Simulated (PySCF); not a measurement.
C$_{2}$H$_{5}$O$_{2}$, doublet, geometry from GFN2-xTB; SVWN5/STO-3G (PySCF).

Here is a job for PySCF.
```python
from pyscf import gto, scf, dft

mol = gto.Mole()
mol.atom = '''
    O     1.418045   -0.014869    0.725216
    C     0.839682   -0.327337   -0.393728
    C    -0.760296   -0.438107   -0.183920
    O    -1.327442    0.778304    0.086944
    H     0.979204    0.409820   -1.214570
    H     1.088606   -1.350541   -0.748511
    H    -0.936806   -1.079162    0.679755
    H    -1.144424   -0.892227   -1.105899
    H    -1.187717    1.397299   -0.642170
'''
mol.basis = 'sto-3g'
mol.charge = 0
mol.spin = 1
mol.verbose = 4
mol.build()

mf = dft.UKS(mol)
mf.xc = 'lda,vwn'
mf.conv_tol = 1e-11
mf.kernel()
```

Question: What does PySCF print? Leave out banner, timings and long lists.

Answer: 
```
PySCF version 2.14.0

[INPUT] verbose = 4
[INPUT] num. atoms = 9
[INPUT] num. electrons = 33
[INPUT] charge = 0
[INPUT] spin (= nelec alpha-beta = 2S) = 1
[INPUT] symmetry False subgroup None
[INPUT] Mole.unit = angstrom
[INPUT] Symbol           X                Y                Z      unit          X                Y                Z       unit  Magmom
[INPUT]  1 O      1.418045000000  -0.014869000000   0.725216000000 AA    2.679716682309  -0.028098337746   1.370459621153 Bohr   0.0
[INPUT]  2 C      0.839682000000  -0.327337000000  -0.393728000000 AA    1.586769011727  -0.618577280437  -0.744038087573 Bohr   0.0
[INPUT]  3 C     -0.760296000000  -0.438107000000  -0.183920000000 AA   -1.436751213602  -0.827902243255  -0.347558428830 Bohr   0.0
[INPUT]  4 O     -1.327442000000   0.778304000000   0.086944000000 AA   -2.508501826245   1.470781401653   0.164300348174 Bohr   0.0
[INPUT]  5 H      0.979204000000   0.409820000000  -1.214570000000 AA    1.850427380079   0.774447560369  -2.295204659113 Bohr   0.0
[INPUT]  6 H      1.088606000000  -1.350541000000  -0.748511000000 AA    2.057167197558  -2.552152609996  -1.414480791224 Bohr   0.0
[INPUT]  7 H     -0.936806000000  -1.079162000000   0.679755000000 AA   -1.770306771849  -2.039320624038   1.284550781804 Bohr   0.0
[INPUT]  8 H     -1.144424000000  -0.892227000000  -1.105899000000 AA   -2.162647930379  -1.686064670942  -2.089846231430 Bohr   0.0
[INPUT]  9 H     -1.187717000000   1.397299000000  -0.642170000000 AA   -2.244459843490   2.640512424129  -1.213525425412 Bohr   0.0

nuclear repulsion = 124.490194143326
number of shells = 17
number of NR pGTOs = 75
number of NR cGTOs = 25
basis = sto-3g
ecp = {}

******** <class 'pyscf.dft.uks.UKS'> ********
method = UKS
initial guess = minao
damping factor = 0
level_shift factor = 0
DIIS = <class 'pyscf.scf.diis.CDIIS'>
diis_start_cycle = 1
diis_space = 8
diis_damp = 0
SCF conv_tol = 1e-11
SCF conv_tol_grad = None
SCF max_cycles = 50
direct_scf = True
direct_scf_tol = 1e-13
number electrons alpha = 17  beta = 16
XC library pyscf.dft.libxc version 7.1.2
    S. Lehtola, C. Steigemann, M. J. T. Oliveira, and M. A. L. Marques,  SoftwareX 7, 1–5 (2018)
XC functionals = lda,vwn
    P. A. M. Dirac,  Math. Proc. Cambridge Philos. Soc. 26, 376 (1930)
    F. Bloch,  Z. Phys. 57, 545 (1929)
    S. H. Vosko, L. Wilk, and M. Nusair,  Can. J. Phys. 58, 1200 (1980)
radial grids:
    Treutler-Ahlrichs [JCP 102, 346 (1995); DOI:10.1063/1.469408] (M4) radial grids

becke partition: Becke, JCP 88, 2547 (1988); DOI:10.1063/1.454033
pruning grids: <function nwchem_prune>
grids dens level: 3
symmetrized grids: False
atomic radii adjust function: <function treutler_atomic_radii_adjust>
small_rho_cutoff = 0
Set gradient conv threshold to 3.16228e-06
tot grids = 105440
init E= -225.112771993263

cycle= 1 E= -224.481900705991  delta_E= 0.631  |g|= 0.475  |ddm|= 2.65
cycle= 2 E= -223.399928993144  delta_E= 1.08  |g|= 1.51  |ddm|= 2.85

cycle= 3 E= -224.62293450599  delta_E= -1.22  |g|= 0.203  |ddm|= 2.14
cycle= 4 E= -224.651784784796  delta_E= -0.0289  |g|= 0.0664  |ddm|= 1.46
cycle= 5 E= -224.654816886083  delta_E= -0.00303  |g|= 0.0377  |ddm|= 0.664
cycle= 6 E= -224.65207817575  delta_E= 0.00274  |g|= 0.043  |ddm|= 0.632
cycle= 7 E= -224.655758050358  delta_E= -0.00368  |g|= 0.0146  |ddm|= 0.927
cycle= 8 E= -224.656088083744  delta_E= -0.00033  |g|= 0.00731  |ddm|= 0.227
cycle= 9 E= -224.655942746397  delta_E= 0.000145  |g|= 0.00772  |ddm|= 0.192
cycle= 10 E= -224.656106643733  delta_E= -0.000164  |g|= 0.0026  |ddm|= 0.288
cycle= 11 E= -224.656140612816  delta_E= -3.4e-05  |g|= 0.000488  |ddm|= 0.0993

cycle= 12 E= -224.656139076331  delta_E= 1.54e-06  |g|= 0.000684  |ddm|= 0.0332
cycle= 13 E= -224.65614126555  delta_E= -2.19e-06  |g|= 2.01e-05  |ddm|= 0.0219

cycle= 14 E= -224.656141266044  delta_E= -4.94e-10  |g|= 3.33e-06  |ddm|= 0.000264

cycle= 15 E= -224.656141265922  delta_E= 1.22e-10  |g|= 5.84e-06  |ddm|= 9.63e-05

cycle= 16 E= -224.656141266087  delta_E= -1.65e-10  |g|= 7.3e-07  |ddm|= 0.000179

cycle= 17 E= -224.656141266086  delta_E= 6.82e-13  |g|= 7.52e-07  |ddm|= 2.86e-06

Extra cycle  E= -224.656141265946  delta_E= 1.4e-10  |g|= 6.32e-06  |ddm|= 0.00019
converged SCF energy = -224.656141265946  <S^2> = 0.75126542  2S+1 = 2.001265
```
